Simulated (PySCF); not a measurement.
**ZrN2: from structure and modes to constants**

These are results of UPBE0/[Zr def2-TZVP with ECP28, N def2-TZVP], scalar-relativistic core potentials, density fitting, no spin–orbit coupling, PySCF, not measurements.

The triplet minimum has C2v symmetry. Masses (u): Zr 89.90470, N 14.00307.

```xyz
3
charge 0 multiplicity 3, angstrom
Zr    0.0000    0.0000   -0.4580
N     0.6131    0.0000    1.4704
N    -0.6131    0.0000    1.4704
```

Harmonic wavenumbers (cm⁻¹): 466.4 (a1, ×1), 591.5 (b2, ×1), 1571.0 (a1, ×1).

Problem. What is the harmonic zero-point energy?

Solution. Half the sum of all 3 wavenumbers, 2629/2 = 1314 cm⁻¹, which is 15.7 kJ/mol (1 cm⁻¹ = 0.0119627 kJ/mol).

Problem. Find the vibrational entropy and heat capacity at 298.15 K.

Solution. With u = 1.43878 ω/T, each mode gives S = R[u/(eᵘ−1) − ln(1−e⁻ᵘ)] and C = R u² eᵘ/(eᵘ−1)².
```csv
ω (cm⁻¹),u,S (J/(mol K)),C (J/(mol K))
466.4,2.251,3.13,5.54
591.5,2.854,1.94,4.39
1571.0,7.581,0.04,0.24
```
The sums over all modes are S = 5.1 and C = 10.2 J/(mol K); the softest mode gives 61 % of the entropy.

Problem. Give the standard entropy (298.15 K, 1 bar) by its translational, rotational, vibrational and spin parts, and Cp.

Solution. Sackur–Tetrode with M = 117.91 u gives 168.3; rotation with symmetry number 2 gives 89.4; vibration 5.1; spin R ln 3 = 9.1. The total is 272.0 J/(mol K), and Cp = 4 R + 10.2 = 43.4 J/(mol K).

Only a few start shapes were tried, so a lower isomer may exist. Open d and f shells are described by one determinant, and the ground state may have another occupation or spin.
